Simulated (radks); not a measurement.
Q: Excited configurations of In+: one electron is placed in a higher orbital outside [Kr] 4d10 5s1. The ground configuration is [Kr] 4d10 5s2. Method: scalar-relativistic Kohn-Sham, r2SCAN, spin-polarised, spherical densities, finite nucleus; open shells are filled with parallel spins first (spin-orbit coupling, left out, can overturn this in heavy ions); meta-GGA in the generalised Kohn-Sham scheme; Fermi nuclear charge, rms radius 4.6156 fm; computed with a radial shooting solver on a logarithmic mesh with Libxc functionals. Excitation = E - E(ground); binding = E(ion) - E, where the ion is the core of charge +2; n* = 2/sqrt(2 binding) in atomic units, and the quantum defect is n - n*.

| outer orbital | excitation (eV) | binding (eV) | n* | quantum defect | eigenvalue (eV) | <r> (bohr) |
|---|---|---|---|---|---|---|
| 5p | 5.523 | 13.179 | 2.032 | 2.968 | -9.992 | 3.028 |
| 6s | 11.422 | 7.280 | 2.734 | 3.266 | -5.896 | 5.820 |
| 6p | 13.061 | 5.641 | 3.106 | 2.894 | -4.504 | 7.085 |
| 6d | 15.220 | 3.482 | 3.954 | 2.046 | -2.689 | 10.49 |
| 7p | 15.455 | 3.247 | 4.094 | 2.906 | -2.630 | 12.51 |

Estimate the row for 4f.

A: excitation (eV) 15.270; binding (eV) 3.432; n* 3.982; quantum defect 0.018; eigenvalue (eV) -2.446; <r> (bohr) 8.702. The Delta-SCF ionisation energy is 18.702 eV (NIST Atomic Spectra Database: 18.870 eV, measured). Self-interaction in the functional shifts the binding energies and quantum defects, so they are the method's values and not measured ones.
